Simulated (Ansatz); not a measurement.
CH3BClI (`CB(Cl)I`), 7 atoms. The species carries charge 0 and has multiplicity 1. Correlated methods include outer-core shells of I, which these sets cover unevenly. I: def2 effective core potential. All runs use 2 threads of a server CPU on a shared host. Correlated methods freeze the cores.

Question: How many basis functions does each run have, and how long does it take in Ansatz? RKS PBE0-D4/def2-QZVPP energy; RKS HSE06-D4/def2-TZVPP energy; RKS ωB97M-V/def2-QZVPP energy; RKS PBE0-D4/def2-SVP energy; RKS ωB97M-V/def2-SVP energy; RKS ωB97X-V/def2-TZVPP energy; RKS PBE0-D4/def2-TZVP frequencies; RKS B3LYP-D4/def2-TZVPP energy and forces; RKS PBE0-D4/def2-TZVP relaxation (5 steps); RHF-CCSD(T)/def2-TZVPP energy; RHF-MP2/def2-QZVPP energy; RKS r2SCAN-D4/def2-TZVPP energy and forces. (Estimate.)

Answer: Ansatz gave: Other jobs shared the machine, so times are rough.

```json
{"level": "RKS PBE0-D4/def2-SVP", "job": "energy", "functions": "87", "wall time": "0.95 s", "peak host memory (GiB)": "0.19"}
{"level": "RKS HSE06-D4/def2-TZVPP", "job": "energy", "functions": "196", "wall time": "2.9 s", "peak host memory (GiB)": "0.48"}
{"level": "RKS r2SCAN-D4/def2-TZVPP", "job": "energy and forces", "functions": "196", "wall time": "3.4 s", "peak host memory (GiB)": "0.27"}
{"level": "RKS B3LYP-D4/def2-TZVPP", "job": "energy and forces", "functions": "196", "wall time": "3.4 s", "peak host memory (GiB)": "0.5"}
{"level": "RKS ωB97M-V/def2-SVP", "job": "energy", "functions": "87", "wall time": "3.6 s", "peak host memory (GiB)": "0.28"}
{"level": "RKS PBE0-D4/def2-QZVPP", "job": "energy", "functions": "356", "wall time": "5 s", "peak host memory (GiB)": "1.1"}
{"level": "RKS ωB97X-V/def2-TZVPP", "job": "energy", "functions": "196", "wall time": "6 s", "peak host memory (GiB)": "0.55"}
{"level": "RKS ωB97M-V/def2-QZVPP", "job": "energy", "functions": "356", "wall time": "12 s", "peak host memory (GiB)": "1.3"}
{"level": "RHF-MP2/def2-QZVPP", "job": "energy", "functions": "356", "wall time": "13 s", "peak host memory (GiB)": "1.5"}
{"level": "RKS PBE0-D4/def2-TZVP", "job": "relaxation (5 steps)", "functions": "167", "wall time": "17 s", "peak host memory (GiB)": "0.43"}
{"level": "RHF-CCSD(T)/def2-TZVPP", "job": "energy", "functions": "196", "wall time": "38 s", "peak host memory (GiB)": "2.7"}
{"level": "RKS PBE0-D4/def2-TZVP", "job": "frequencies", "functions": "167", "wall time": "85 s", "peak host memory (GiB)": "0.45"}
```

B3LYP here is the variant with VWN-RPA as its local correlation; programs differ in this. HSE06 is defined as in plane-wave codes.
